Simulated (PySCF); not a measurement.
**[C8H9N]+: g tensor and hyperfine couplings**

C8H9N (charge +1 and doublet state).
Structure used (GFN2-xTB), in Å, numbered top down from 1:
```
atom  x, y, z in Å
C1     0.1641    0.1844   -2.5247
C2     0.2207   -0.2562   -1.2166
C3     1.4301   -0.1901   -0.4924
C4     2.4686   -0.1435    0.1281
C5     3.7005   -0.0636    0.8395
N6    -0.8084   -0.8638   -0.6555
C7    -1.8095   -0.8460    0.0903
C8    -2.3535    0.3201    0.7536
C9    -3.4338    0.2389    1.5279
H10    1.0228    0.6486   -2.9772
H11   -0.7393    0.0901   -3.1031
H12    4.2146   -1.0245    0.7728
H13    4.3420    0.7010    0.4020
H14    3.5208    0.1616    1.8903
H15   -2.3255   -1.7917    0.2472
H16   -1.8355    1.2551    0.5889
H17   -3.9533   -0.6908    1.6971
H18   -3.8340    1.1100    2.0202
```

The hyperfine couplings belong to this conformer and change with its torsions.

As a line formula: `C=C(C#CC)/N=C\[CH][CH2+]` [radical] (charge +1).

Method used: PySCF, UKS B3LYP, pcH-1 on C H N, non-relativistic, mean-field spin-orbit, GIAO. The structure is a single GFN2-xTB conformer in the gas phase; no vibrational or solvent corrections. GFN2-xTB frequencies show an imaginary mode (21i cm⁻¹), so this geometry is no minimum at that level. A GFN2-xTB geometry isn't a minimum of the functional, and hyperfine couplings can be far from their values at a DFT geometry, by a factor of two or more for some ions and for spin on atoms past the first row. The frame is twisted about the C2–N6 bond at this geometry (dihedral C3–C2–N6–C7 = 86°); couplings at other torsion angles weren't computed. Stability of the SCF solution: not tested.

- g1, g2, g3: 2.00218, 2.00256, 2.00359
- g_iso: 2.00278
- Form of g: rhombic: the two nearest values differ by 27 % of g3 − g1
- ⟨S²⟩: 0.7652 (exact 0.7500)
- α and β electrons: 32, 31
- Basis functions: 315

Hyperfine couplings atom by atom, in mT; T1 to T3 are the principal values of the dipolar part; ρ(0) is the spin density at the nucleus (MHz turned into mT with g_iso):

```json
{"atom": "C1", "isotope": "13C", "a_iso": "2.13", "T1": "-2.06", "T2": "-2.04", "T3": "4.10", "Mulliken spin population": "0.73", "ρ(0) (bohr⁻³)": "0.0531"}
{"atom": "C2", "isotope": "13C", "a_iso": "-1.08", "T1": "-0.43", "T2": "0.09", "T3": "0.34", "Mulliken spin population": "-0.07", "ρ(0) (bohr⁻³)": "-0.0270"}
{"atom": "C3", "isotope": "13C", "a_iso": "0.12", "T1": "-0.10", "T2": "-0.03", "T3": "0.13", "Mulliken spin population": "0.02", "ρ(0) (bohr⁻³)": "0.0029"}
{"atom": "C4", "isotope": "13C", "a_iso": "0.07", "T1": "-0.17", "T2": "-0.10", "T3": "0.28", "Mulliken spin population": "0.04", "ρ(0) (bohr⁻³)": "0.0016"}
{"atom": "C5", "isotope": "13C", "a_iso": "-0.05", "T1": "-0.02", "T2": "0.00", "T3": "0.02", "Mulliken spin population": "0.00", "ρ(0) (bohr⁻³)": "-0.0014"}
{"atom": "N6", "isotope": "14N", "a_iso": "1.26", "T1": "-0.61", "T2": "-0.45", "T3": "1.06", "Mulliken spin population": "0.33", "ρ(0) (bohr⁻³)": "0.1095"}
{"atom": "C7", "isotope": "13C", "a_iso": "-0.37", "T1": "-0.27", "T2": "0.00", "T3": "0.27", "Mulliken spin population": "-0.04", "ρ(0) (bohr⁻³)": "-0.0092"}
{"atom": "C8", "isotope": "13C", "a_iso": "0.99", "T1": "-0.15", "T2": "-0.07", "T3": "0.22", "Mulliken spin population": "0.04", "ρ(0) (bohr⁻³)": "0.0247"}
{"atom": "C9", "isotope": "13C", "a_iso": "-0.06", "T1": "-0.15", "T2": "0.04", "T3": "0.11", "Mulliken spin population": "-0.02", "ρ(0) (bohr⁻³)": "-0.0015"}
{"atom": "H10", "isotope": "1H", "a_iso": "-1.68", "T1": "-0.97", "T2": "-0.10", "T3": "1.07", "Mulliken spin population": "-0.03", "ρ(0) (bohr⁻³)": "-0.0105"}
{"atom": "H11", "isotope": "1H", "a_iso": "-1.65", "T1": "-0.90", "T2": "-0.12", "T3": "1.02", "Mulliken spin population": "-0.03", "ρ(0) (bohr⁻³)": "-0.0104"}
{"atom": "H12", "isotope": "1H", "a_iso": "0.46", "T1": "-0.03", "T2": "-0.02", "T3": "0.05", "Mulliken spin population": "0.00", "ρ(0) (bohr⁻³)": "0.0029"}
{"atom": "H13", "isotope": "1H", "a_iso": "0.09", "T1": "-0.03", "T2": "-0.02", "T3": "0.04", "Mulliken spin population": "0.00", "ρ(0) (bohr⁻³)": "0.0005"}
{"atom": "H14", "isotope": "1H", "a_iso": "0.09", "T1": "-0.03", "T2": "-0.02", "T3": "0.05", "Mulliken spin population": "0.00", "ρ(0) (bohr⁻³)": "0.0006"}
{"atom": "H15", "isotope": "1H", "a_iso": "2.27", "T1": "-0.12", "T2": "-0.10", "T3": "0.22", "Mulliken spin population": "0.03", "ρ(0) (bohr⁻³)": "0.0142"}
{"atom": "H16", "isotope": "1H", "a_iso": "-0.05", "T1": "-0.10", "T2": "0.00", "T3": "0.10", "Mulliken spin population": "0.00", "ρ(0) (bohr⁻³)": "-0.0003"}
{"atom": "H17", "isotope": "1H", "a_iso": "0.07", "T1": "-0.04", "T2": "-0.03", "T3": "0.07", "Mulliken spin population": "0.00", "ρ(0) (bohr⁻³)": "0.0004"}
{"atom": "H18", "isotope": "1H", "a_iso": "0.22", "T1": "-0.03", "T2": "-0.01", "T3": "0.04", "Mulliken spin population": "0.00", "ρ(0) (bohr⁻³)": "0.0014"}
```

The Mulliken spin populations are largest on C1 (+0.73), N6 (+0.33) and C2 (-0.07). The angles at C1 add up to 360.0°, so it is planar; its axial dipolar tensor and the negative couplings of its protons fit spin in a p orbital normal to that plane.

The SMILES `C=C(C#CC)/N=C\[CH][CH2+]` draws the unpaired electron on C8, whose computed spin population is only +0.04.

Axes: g2 points within 4° of the C1–H10 bond.

Under fast tumbling the dipolar parts average out, and these isotropic splittings remain (the largest six): 1 × 1H (H15, I = 1/2, 2 lines) with 2.27 mT, 1 × 1H (H10, I = 1/2, 2 lines) with 1.68 mT, 1 × 1H (H11, I = 1/2, 2 lines) with 1.65 mT, 1 × 14N (N6, I = 1, 3 lines) with 1.26 mT, 1 × 1H (H18, I = 1/2, 2 lines) with 0.22 mT and 3 × 1H (H12/H13/H14, I = 1/2, 4 lines) with 0.21 mT.

Class means assume fast exchange of nuclei equivalent by connectivity; if that motion is slow, each nucleus keeps its own coupling. H17 and H18 aren't averaged: C9 is flat or nearly so (angle sum 360°), and its turn about the short C9–C8 bond (1.33 Å) is taken as slow. The three 1H nuclei of mean +6.0 MHz run from 2.4 to 12.9 MHz in the frozen geometry.

The 13C coupling of C1 (59.7 MHz) shows only in satellite lines or after enrichment, since that isotope makes up about 1.07 % of natural carbon.
